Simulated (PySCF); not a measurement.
H7OPSi2.
Geometry (GFN2-xTB, Å), atoms numbered from 1 in this order:
```xyz
11
H7OPSi2 angstrom
Si    -2.0905   -0.5546    0.2600
O     -0.7551    0.3025   -0.0810
Si     0.7426    0.8964    0.0295
P      2.1877   -0.8145   -0.0303
H     -2.8816   -0.4698   -0.9640
H     -1.6907   -1.9225    0.5816
H     -2.7286    0.1084    1.3949
H      0.8845    1.5733    1.3198
H      0.8262    1.8286   -1.0949
H      2.2011   -0.9406   -1.4091
H      3.3100   -0.0046   -0.0324
```

Theory: TDDFT CAM-B3LYP/def2-SVPD, vertical, gas phase, core orbitals frozen in the response in PySCF.

Ground-to-excited transition dipoles (e·a0, same axes as the geometry; the sign carries no meaning), for the states with f of 0.002 or more among the lowest 7:

```
state  E (hartree)      μx      μy      μz
   S1       0.2324  -0.403   0.215  -0.069
   S2       0.2442   0.132  -0.030  -0.284
   S3       0.2570   0.021   0.408  -0.105
   S4       0.2663   0.350  -0.347   0.240
   S5       0.2677  -0.656   0.950  -0.013
   S6       0.2761   0.082  -0.008  -0.096
   S7       0.2944  -0.180  -0.029  -0.060
```

Problem. Work out the oscillator strengths.

Solution. f = (2/3) ΔE |μ|² with ΔE in hartree (27.2114 eV).

```json
{"state": "S1", "|μ|² (au)": "0.214", "|μ| (D)": "1.18", "f": "0.033"}
{"state": "S2", "|μ|² (au)": "0.099", "|μ| (D)": "0.80", "f": "0.016"}
{"state": "S3", "|μ|² (au)": "0.178", "|μ| (D)": "1.07", "f": "0.030"}
{"state": "S4", "|μ|² (au)": "0.301", "|μ| (D)": "1.39", "f": "0.053"}
{"state": "S5", "|μ|² (au)": "1.332", "|μ| (D)": "2.93", "f": "0.238"}
{"state": "S6", "|μ|² (au)": "0.016", "|μ| (D)": "0.32", "f": "0.003"}
{"state": "S7", "|μ|² (au)": "0.037", "|μ| (D)": "0.49", "f": "0.007"}
```

Problem. Which bond between heavy atoms lies closest to the direction of the S5 transition dipole?

Solution. Si3–P4, at 6° from it; next O2–Si3 at 77°.

Problem. What angle do the transition dipoles of S2 and S5 make?

Solution. |cos θ| = |μa·μb| / (|μa| |μb|) = 0.31, so θ ≈ 72° (taken between 0 and 90°, since the signs are arbitrary).

Problem. How is the summed strength of these states shared among x, y and z?

Solution. (2/3) Σ ΔE μα² gives 0.134 for x, 0.218 for y and 0.028 for z, 0.381 in all.

Problem. What peak molar absorption coefficient would the strongest computed level give as a lone Gaussian band 0.5 eV wide at half height?

Solution. ε(max) = 2.175×10⁸ f / FWHM, with the width in cm⁻¹. S5: 2.175×10⁸ × 0.2378 / 4033 ≈ 13000 L mol⁻¹ cm⁻¹.

One conformer stands for the species.

Without π bonds the low states may be Rydberg-like; a valence basis with one diffuse set may place them up to an eV too high.
